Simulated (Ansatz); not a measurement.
`F[SiH]([SiH3])Cl` + H–F → `F[SiH](F)Cl` + SiH₄ at 700 K and 1 bar (cleavage of the Si–Si bond).

Isolated molecules relaxed with PBE0-D4/def2-TZVP in Ansatz; ΔE leaves out vibrations. CBS: MP2 limit from def2 TZ/QZ plus the TZ coupled-cluster correction, frozen cores. This one scheme is used for every species.

```json
{"species": "`F[SiH]([SiH3])Cl`", "CCSD(T)/CBS energy (Eh)": "-1140.23962", "H − E (kJ/mol)": "170.5", "S (J/(mol·K))": "447.7"}
{"species": "H–F", "CCSD(T)/CBS energy (Eh)": "-100.39570", "H − E (kJ/mol)": "45.2", "S (J/(mol·K))": "198.5"}
{"species": "`F[SiH](F)Cl`", "CCSD(T)/CBS energy (Eh)": "-949.23245", "H − E (kJ/mol)": "91.4", "S (J/(mol·K))": "368.2"}
{"species": "SiH₄", "CCSD(T)/CBS energy (Eh)": "-291.46306", "H − E (kJ/mol)": "115.5", "S (J/(mol·K))": "252.9"}
```

H − E and S are ideal-gas, rigid-rotor, harmonic terms from PBE0-D4/def2-TZVP, for one conformer and one mirror image of each species. 1 Eh = 2625.50 kJ/mol, R = 8.31446 J/(mol·K).

Problem. By hand: ΔE, ΔH, ΔS and ΔG.

Solution. ΔE = (-949.23245) + (-291.46306) − (-1140.23962) − (-100.39570) = -0.06019 Eh = -158.0 kJ/mol. Δ(H − E) = 91.4 + 115.5 − 170.5 − 45.2 = -8.8, so ΔH = -166.8 kJ/mol. ΔS = 368.2 + 252.9 − 447.7 − 198.5 = -25.1 J/(mol·K). ΔG = -166.8 − 700 × (-25.1)/1000 = -149.2 kJ/mol.

Problem. By hand: the equilibrium constant, and the temperature at which ΔG would vanish if ΔH and ΔS stayed fixed.

Solution. log₁₀ K = −ΔG/(RT ln 10) = 11.1. ΔG = 0 at ΔH/ΔS = 6645 K, far beyond where these terms or the molecules hold.

ΔH outweighs TΔS. A doubt of 5 kJ/mol in ΔE shifts log₁₀ K by 0.4 here. Other conformers and mirror images would add mixing entropy, several J/(mol·K) or more a flexible species. These are equilibria of isolated gas molecules and say nothing of rates. Largest T1 diagnostic: 0.012 (customary marks: 0.02 for closed shells, 0.045 for open ones).
